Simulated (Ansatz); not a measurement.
Molecule: MgI₂, net charge 1, doublet state. 
Structure (B3LYP-D3(BJ)/def2-TZVP (Ansatz, a first-principles code) minimum search):
```xyz
3

Mg     0.0000     0.0000     0.0000
I      0.0000     0.0000    -2.5958
I      0.0000     0.0000     2.5958
```
Charge +1, spin multiplicity 2.

Basis-set convergence of Hartree-Fock and MP2 correlation energies (hartree) with Ansatz. Correlated levels leave the core frozen unless marked. UHF or UKS for open shells. No spin-orbit coupling. Frozen are the shells of the preceding noble gas and the d and f shells that filled before the atom's block. In def2 rows, elements after Kr have scalar-relativistic effective core potentials.

```csv
basis,functions,E(HF),"E(corr, MP2)"
def2-SVP,70,-792.66925,-0.19166
def2-TZVPP,132,___,___
```

Problem. What belongs in the gaps?

Solution. 
- def2-TZVPP, E(HF): -792.76217
- def2-TZVPP, E(corr, MP2): -0.26414
